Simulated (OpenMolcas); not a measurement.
Levels of Ge III by method

* Program: OpenMolcas 26.06
* Basis: ANO-R3 [7s6p5d4f2g]
* Scalar Hamiltonian: X2C, finite nucleus
* Active space: 2 electrons in 4 orbitals (4s 4p)
* State averaging: 2S+1 = 3 even, 3 roots; 2S+1 = 1 even, 7 roots; 2S+1 = 3 odd, 3 roots; 2S+1 = 1 odd, 3 roots
* Spin-orbit coupling: RASSI with atomic mean-field integrals over the reference wave functions, term energies averaged over their components

Methods on the same reference wave functions:
A. CASSCF
B. SS-CASPT2, IPEA 0.25 Eh, imaginary shift 0.1 Eh (closed shells correlated: 3d)
C. MS-CASPT2, IPEA 0.25 Eh, imaginary shift 0.1 Eh (closed shells correlated: 3d)

Energies in cm⁻¹ above 4s² ¹S₀, the measured ground level; measured values from Sugar and Musgrove, J. Phys. Chem. Ref. Data 22, 1213 (1993).

| Level | A | B | C | Measured |
| --- | --- | --- | --- | --- |
| 4s² ¹S₀ | 0.0 | 0.0 | 0.0 | 0.0 |
| 4s 4p ³P°₀ | 57890 | 60660 | 60954 | 61734 |
| 4s 4p ³P°₁ | 58555 | 61321 | 61614 | 62500 |
| 4s 4p ³P°₂ | 59941 | 62712 | 63005 | 64144 |
| 4s 4p ¹P°₁ | 98164 | 91646 | 91939 | 91873 |
| 4p² ³P₀ | 143980 | 146962 | 147255 | 147685 |
| 4p² ³P₁ | 144735 | 147757 | 148050 | 148640 |
| 4p² ³P₂ | 145973 | 148565 | 148858 | 150372 |
| 4p² ¹D₂ | 156272 | 150769 | 151062 | 144975 |
| 4p² ¹S₀ | 179248 | 172045 | 172632 | 174114 |

Deviations, from unrounded energies. A percentage is the sum of absolute deviations over the sum of measured energies, with the sign that they share, or ± where signs differ.

| Against measurement | Levels | A | B | C |
| --- | --- | --- | --- | --- |
| mean absolute deviation (cm-1) | 9 | 5200 | 1700 | 1400 |
| other configurations (%) | 9 | ±4.5 | ±1.5 | ±1.2 |

C lies closest to measurement on these levels and A furthest from it. The largest miss of C in the table is 4p² ¹D₂, by +6100 cm-1. The ranking rests on the paired levels alone, and a cruder setting can come out closer through cancelling errors.

Between B and C the level of the table that moves most is 4p² ¹S₀, by 590 cm-1 (lowest in B, highest in C).

The lowest spin-free term lies below A's lowest term by 0.492 hartree in B, 0.493 hartree in C.

Over all roots computed the reference weight is 0.90 to 0.96 in B, 0.90 to 0.96 in C; the roots of lowest weight are the least certain, and an intruder state may touch them. The ¹D term of p² mixes with s d, which this space lacks. Some levels mix across a computed gap that differs much from the measured one, so their mixing is not that of the real levels (holds for B; C). Measured partners are found by configuration, term and J. A level has none where our copy of the source lacks it or the pairing is in doubt (some pairs that miss far off the trend of their configuration count as doubtful), and it then counts in no deviation. Only configurations of the active space appear.

° marks odd parity.
